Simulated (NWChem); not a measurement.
**Correlation energy of hydrogen iodide (HI)**

```xyz
2

I      0.0000     0.0000     0.0302
H      0.0000     0.0000    -1.6026
```
Charge 0, spin multiplicity 1.

All runs are NWChem calculations. The geometry was optimised at PBE/def2-SVP with def2 effective core potentials on I, a minimum by its harmonic frequencies.

Basis set: def2-QZVP. Each correlation energy counts from its own Hartree-Fock reference.

| method | correlation energy (mHa) |
|---|---|
| MP2 | -677.8 |
| SCS-MP2 | -603.5 |
| CCSD | -635.4 |
| CR-CCSD[T] | -647.7 |
| CR-CCSD(T) | -647.3 |

The values span 74.2 mHa, from MP2 (lowest) to SCS-MP2 (highest). 

Effective core potentials replace the inner electrons of I; spin-orbit coupling is left out. The correlated methods keep 4 core orbitals frozen. No row is a measurement; the coupled-cluster row has its own basis-set and correlation limits.
